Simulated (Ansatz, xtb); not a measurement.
# Ranking isomers of C4H5BrClF

9 gas-phase structures of C4H5BrClF, from a drawn sample of its isomers (lower ones may exist). Each was relaxed with GFN2-xTB; where two conformers were screened, the lower at r2SCAN-D4/def2-SVP is listed:

A. `F/C(Br)=C\CCCl`, a singlet
B. `CC/C(F)=C(\Cl)Br`, a singlet
C. `C=C[C@](F)(Br)CCl`, a singlet
D. `F[C@H](/C=C/Br)CCl`, a singlet
E. `C[C@H](F)/C(Br)=C\Cl`, a singlet
F. `C[C@](F)(Br)/C=C\Cl`, a singlet
G. `C[C@H](F)/C=C(/Cl)Br`, a singlet
H. `FC[C@H](Cl)/C=C/Br`, a singlet
I. `C/C(CBr)=C(/F)Cl`, a singlet

Task: Make a reasoned guess at their ranking by r2SCAN-D4/def2-SVP single-point energy.

Result: Calculated order at r2SCAN-D4/def2-SVP: I (0.0), F (12.9), E (18.1), C (19.3), A (22.5), B (24.0), D (27.0), G (27.3), H (34.6) kJ/mol. Less than 1 kcal/mol parts E and C; C and A; A and B; B and D; D and G, so the order within those pairs means little.

Energies above the lowest of each column, in kJ/mol; the last columns are at PBE0-D3(BJ)/def2-SVP geometries and were run for some of them only (a dash: not run or not comparable):

```tsv
structure	GFN2-xTB	HF/STO-3G	r2SCAN-D4/def2-SVP	PBE0-D3(BJ)/def2-SVP	CCSD(T)/def2-SVP + ΔMP2/def2-TZVPP
I	0.0	10.6	0.0	0.0	0.0
F	25.3	50.0	12.9	17.7	8.7
E	16.7	32.6	18.1	17.2	4.1
C	48.9	52.2	19.3	21.8	4.3
A	28.8	0.0	22.5	21.7	15.7
B	20.3	10.8	24.0	22.7	–
D	35.4	37.3	27.0	–	–
G	15.1	39.2	27.3	–	–
H	30.6	39.9	34.6	–	–
```

CCSD(T)/def2-SVP + ΔMP2/def2-TZVPP puts I lowest of those it was run on, with E within 1 kcal/mol; HF/STO-3G picks A. CCSD(T)/def2-SVP + ΔMP2/def2-TZVPP orders those it was run on as I (0.0), E (4.1), C (4.3), F (8.7), A (15.7) kJ/mol. Less than 1 kcal/mol parts I and E; E and C, so the order within those pairs means little. Some further structures that were screened fall inside this span and aren't listed. Flexible structures stand in one conformer each, not always the lowest. Frequencies (GFN2-xTB) were run for A, C, E, F, I alone. ΔMP2 is the change of the MP2 energy from the smaller to the larger basis.

Over these structures GFN2-xTB departs from r2SCAN-D4/def2-SVP by 9.1 kJ/mol on average once a common shift is removed. A GFN2-xTB relaxation took about 0.088 s and the r2SCAN-D4/def2-SVP energy about 1.2 s on a shared host (Ansatz 0.2.0, xtb 6.7.1).
